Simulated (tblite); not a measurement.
C4H9ClO2Si2.
Cartesian coordinates in Å at the GFN2-xTB level; atoms count from 1:
```
atom  x, y, z in Å
O1     2.7884   -0.3825   -1.1720
C2     2.8923   -0.1648    0.0086
O3     1.9189   -0.1456    0.8661
C4     0.6159   -0.4714    0.3517
Si5    0.3320    0.1012   -1.4880
Si6   -1.9211    0.5080   -1.0670
C7    -1.8297   -0.0776    0.7616
C8    -0.4205    0.1561    1.2618
Cl9   -0.2384   -0.5151    2.9344
H10    3.8517    0.0530    0.5023
H11    0.5263   -1.5634    0.4046
H12    0.6135   -0.9854   -2.4169
H13    1.0361    1.3535   -1.7640
H14   -2.9731   -0.2674   -1.7306
H15   -2.3990    1.8979   -1.0716
H16   -2.5365    0.4292    1.4161
H17   -2.0538   -1.1435    0.8214
H18   -0.2117    1.2241    1.3696
```

Level: GFN2-xTB in tblite, geometry and Hessian alike; calculated harmonic values, unscaled, isolated species. Against measured fundamentals such values can be off by several per cent, at times by over 20. Modes of hydrogen on silicon can be 10 to 20 % off. One conformer, not necessarily the lowest.

Harmonic wavenumbers (cm⁻¹): 50.4, 94.6, 116.7, 143.0, 182.9, 250.2, 273.4, 294.5, 339.9, 358.4, 399.5, 438.6, 453.6, 486.9, 538.6, 621.8, 653.3, 674.7, 676.2, 710.7, 747.2, 756.1, 771.5, 802.2, 818.5, 936.3, 990.3, 994.1, 1111.7, 1117.2, 1168.3, 1202.6, 1220.6, 1247.3, 1277.3, 1320.2, 1334.0, 1484.0, 1728.6, 2194.5, 2230.0, 2245.1, 2301.5, 2861.4, 2899.4, 2937.9, 2984.9, 3010.8.

A = 1088, B = 970.6, C = 531.7 MHz; mass 179.983 u (most abundant isotopes); point group C1, symmetry number 1.

Problem. Zero-point energy?

Solution. Half the sum of the wavenumbers: 26226 cm⁻¹ = 313.73 kJ/mol.

Problem. Give the ideal-gas entropy at 273.15 K and 1 bar in the rigid-rotor, harmonic-oscillator model (classical rotation).

Solution. Translation 171.80, rotation 127.47, vibration 117.51: S = 416.8 J/(mol K).

Problem. And Cp and H(273.15 K) − H(0)?

Solution. Cp = 170.59 J/(mol K), of which vibrations give 137.34 (their classical limit is 48 R = 399.1); H(273.15 K) − H(0) = 27.11 kJ/mol without the zero-point energy, 18.02 from vibrations.

Problem. What must be added to the electronic energy to get the Gibbs energy at 273.15 K and 1 bar?

Solution. ZPE + [H(273.15 K) − H(0)] − T·S = 313.73 + 27.11 − 113.84 = 227.00 kJ/mol.

Problem. Blend soft modes into free rotors: weight 1/[1 + (100 cm⁻¹/ν̃)⁴] for the oscillator and the rest for a rotor with moment μB/(μ + B), μ = h/(8π²ν), B = 10⁻⁴⁴ kg m². What vibrational entropy results?

Solution. 111.01 J/(mol K) in place of 117.51, which changes −T·S at 273.15 K by +1.78 kJ/mol.

Problem. Which modes carry the vibrational entropy at 273.15 K?

Solution. 50.4 cm⁻¹: 19.37; 94.6 cm⁻¹: 14.19; 116.7 cm⁻¹: 12.49; 143.0 cm⁻¹: 10.86; 182.9 cm⁻¹: 8.94; 250.2 cm⁻¹: 6.60 J/(mol K); the other 42 give 45.06 together.

Problem. How do the functions run with temperature in this model?

Solution. 
| T (K) | S (J/(mol K)) | Cp (J/(mol K)) | H − H(0) (kJ/mol) | G − H(0) (kJ/mol) | ln q(vib) |
| --- | --- | --- | --- | --- | --- |
| 150 | 335.3 | 106.5 | 9.97 | -40.32 | 2.73 |
| 250 | 402.2 | 159.2 | 23.29 | -77.25 | 5.53 |
| 298.15 | 432.2 | 182.4 | 31.52 | -97.35 | 6.92 |
| 400 | 491.9 | 224.5 | 52.32 | -144.45 | 9.91 |
| 600 | 594.9 | 283.1 | 103.52 | -253.44 | 15.66 |
| 900 | 720.7 | 335.9 | 197.13 | -451.52 | 23.58 |

q(vib) and H(0) count from the zero-point level.

Hindered rotation and anharmonicity are outside this model. Other conformers, if any are populated, would add a mixing term that is left out. The structure is chiral; the term R ln 2 for an equal mix with its mirror image is left out.
